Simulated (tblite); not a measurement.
C₃H₁₂FPSi₃.
Geometry (GFN2-xTB, Å), atoms numbered from 1 in this order:
```
atom  x, y, z in Å
F1     3.5986    0.5480    1.7875
Si2    2.0263    0.3672    1.4659
C3     1.8873   -0.5718   -0.1667
Si4    0.1080   -0.8141   -0.8084
P5     0.2875   -1.7382   -2.8574
C6    -0.7083    0.8564   -1.1114
C7    -1.6031    1.4770   -0.3467
Si8   -2.3320    0.8631    1.2769
H9     1.5152    1.7261    1.3824
H10    1.5206   -0.3993    2.5947
H11    2.3599   -1.5495   -0.0625
H12    2.4619   -0.0454   -0.9310
H13   -0.6547   -1.6319    0.1518
H14    0.5551   -3.0168   -2.4018
H15   -1.0643   -2.0036   -2.9909
H16   -0.3925    1.3410   -2.0335
H17   -1.9695    2.4431   -0.6836
H18   -1.2637    0.5074    2.2146
H19   -3.1442    1.9493    1.8346
H20   -3.1933   -0.2974    1.0317
```

Computed with GFN2-xTB (tblite): harmonic, unscaled wavenumbers at the GFN2-xTB geometry, gas phase. The method is semi-empirical: single wavenumbers can be off by several per cent or more. Modes of hydrogen on phosphorus and silicon can be 10 to 20 % off. One conformer, not necessarily the lowest.

Harmonic wavenumbers (cm⁻¹): 36.7, 41.4, 53.5, 66.8, 76.9, 93.6, 97.2, 114.6, 150.0, 174.0, 197.0, 300.4, 387.5, 464.0, 483.0, 522.3, 562.6, 587.4, 591.7, 607.6, 647.3, 653.0, 669.9, 685.2, 704.6, 720.5, 730.9, 765.7, 774.1, 787.1, 790.1, 795.1, 804.0, 834.3, 957.0, 1001.7, 1128.0, 1148.1, 1186.8, 1331.4, 1441.1, 1632.3, 2149.2, 2237.3, 2240.8, 2245.8, 2294.8, 2323.0, 2341.5, 2381.7, 2960.4, 2964.1, 2975.6, 2990.2.

A = 801.0, B = 675.9, C = 399.2 MHz; mass 181.997 u (most abundant isotopes); point group C1, symmetry number 1.

Task: What is the zero-point energy?

Result: Half the sum of the wavenumbers: 27950 cm⁻¹ = 334.36 kJ/mol.

Task: Entropy at 350 K, 1 bar (ideal gas, RRHO, classical rotation)?

Result: Translation 177.09, rotation 134.53, vibration 247.89: S = 559.5 J/(mol K).

Task: And Cp and H(350 K) − H(0)?

Result: Cp = 245.74 J/(mol K), of which vibrations give 212.48 (their classical limit is 54 R = 449.0); H(350 K) − H(0) = 53.01 kJ/mol without the zero-point energy, 41.37 from vibrations.

Task: Blend soft modes into free rotors: weight 1/[1 + (100 cm⁻¹/ν̃)⁴] for the oscillator and the rest for a rotor with moment μB/(μ + B), μ = h/(8π²ν), B = 10⁻⁴⁴ kg m². What vibrational entropy results?

Result: 216.81 J/(mol K) in place of 247.89, which changes −T·S at 350 K by +10.88 kJ/mol.

Task: Which modes carry the vibrational entropy at 350 K?

Result: 36.7 cm⁻¹: 24.05; 41.4 cm⁻¹: 23.05; 53.5 cm⁻¹: 20.92; 66.8 cm⁻¹: 19.09; 76.9 cm⁻¹: 17.92; 93.6 cm⁻¹: 16.31 J/(mol K); the other 48 give 126.55 together.

Task: What must be added to the electronic energy to get the Gibbs energy at 350 K and 1 bar?

Result: ZPE + [H(350 K) − H(0)] − T·S = 334.36 + 53.01 − 195.83 = 191.54 kJ/mol.

Task: How do the functions run with temperature in this model?

Result: 
```json
{"T (K)": "150", "S (J/(mol K))": "401.3", "Cp (J/(mol K))": "138.4", "H − H(0) (kJ/mol)": "14.12", "G − H(0) (kJ/mol)": "-46.07", "ln q(vib)": "6.85"}
{"T (K)": "250", "S (J/(mol K))": "485.3", "Cp (J/(mol K))": "195.9", "H − H(0) (kJ/mol)": "30.81", "G − H(0) (kJ/mol)": "-90.51", "ln q(vib)": "11.41"}
{"T (K)": "298.15", "S (J/(mol K))": "522.0", "Cp (J/(mol K))": "221.6", "H − H(0) (kJ/mol)": "40.88", "G − H(0) (kJ/mol)": "-114.77", "ln q(vib)": "13.46"}
{"T (K)": "400", "S (J/(mol K))": "593.7", "Cp (J/(mol K))": "265.8", "H − H(0) (kJ/mol)": "65.81", "G − H(0) (kJ/mol)": "-171.66", "ln q(vib)": "17.60"}
{"T (K)": "600", "S (J/(mol K))": "713.5", "Cp (J/(mol K))": "324.5", "H − H(0) (kJ/mol)": "125.30", "G − H(0) (kJ/mol)": "-302.79", "ln q(vib)": "25.06"}
{"T (K)": "900", "S (J/(mol K))": "856.2", "Cp (J/(mol K))": "378.6", "H − H(0) (kJ/mol)": "231.47", "G − H(0) (kJ/mol)": "-539.14", "ln q(vib)": "34.79"}
```

q(vib) and H(0) count from the zero-point level.

Hindered rotation and anharmonicity are outside this model. Other conformers, if any are populated, would add a mixing term that is left out. The structure is chiral; the term R ln 2 for an equal mix with its mirror image is left out.
